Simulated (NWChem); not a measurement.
System: CdHSeF; SMILES [F][Cd][SeH]

Here is an NWChem input.

```
start job
memory heap 200 mb stack 900 mb global 1100 mb
geometry units angstroms noautosym nocenter noautoz
  Cd    -0.500152     0.383531     0.001772
  F     -0.872541     2.282275    -0.004418
  Se    -0.040535    -2.006414     0.018201
  H      1.412058    -1.758554    -0.004790
end
basis spherical
  * library def2-svpd
end
ecp
  Cd library def2-ecp
end
dft
  xc pbe0
  iterations 150
end
property
  response 1 0.0
end
task dft property
```

All runs use the structure optimised with PBE0/def2-SVP. No frequency run checked for a minimum. def2 effective core potentials on Cd; no spin-orbit coupling.

Static field.

Task: What results follow from this input? (PBE0/def2-SVPD with def2 effective core potentials on Cd.) Quantities: isotropic polarisability (bohr³); anisotropy (bohr³).

Result: 
```yaml
isotropic polarisability (bohr³): 58.7
anisotropy (bohr³): 33.0
```
